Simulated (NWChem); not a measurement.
System: C3H6OSi; SMILES C#C[SiH2]OC

```xyz
11

Si     0.9670    -0.0379    -0.0574
C     -0.0807     1.4766     0.0230
C     -0.8052     2.4681     0.0794
O      0.1035    -1.3805     0.4531
C     -1.1077    -1.7909    -0.1551
H      2.1231     0.0872     0.8823
H      1.4354    -0.1949    -1.4803
H     -1.4372     3.3456     0.1315
H     -1.4911    -2.6772     0.3903
H     -0.9641    -2.0794    -1.2227
H     -1.8862    -0.9949    -0.1158
```
Atoms are numbered in this order, from 1.

Level: PBE-D3(BJ)/def2-SVP (NWChem), optimised geometry, unscaled harmonic frequencies. 

```tsv
frequency (cm⁻¹)	IR intensity (km/mol)
72	1.6
108	0.1
147	2.6
213	8.6
224	6.2
377	24.2
610	46.7
634	73.2
691	37.0
712	23.8
724	2.2
749	21.9
877	329.4
910	118.5
1118	155.3
1137	0.7
1170	75.4
1421	3.8
1423	0.8
1425	11.7
2083	37.2
2152	111.6
2216	89.7
2918	65.2
2990	34.2
3045	25.9
3389	46.8
```

```yaml
zero_point_energy: 47.9 kcal/mol
thermal correction to the enthalpy at 298.15 K (with zero-point energy): 53.1 kcal/mol
heat capacity Cv: 24.1 cal/(mol K)
entropy at 298.15 K and 1 atm (symmetry number 1): 83.4 cal/(mol K)
dipole_moment: 1.42 D
```

Rigid rotor and harmonic oscillator; modes under 100 cm⁻¹ make the entropy uncertain.
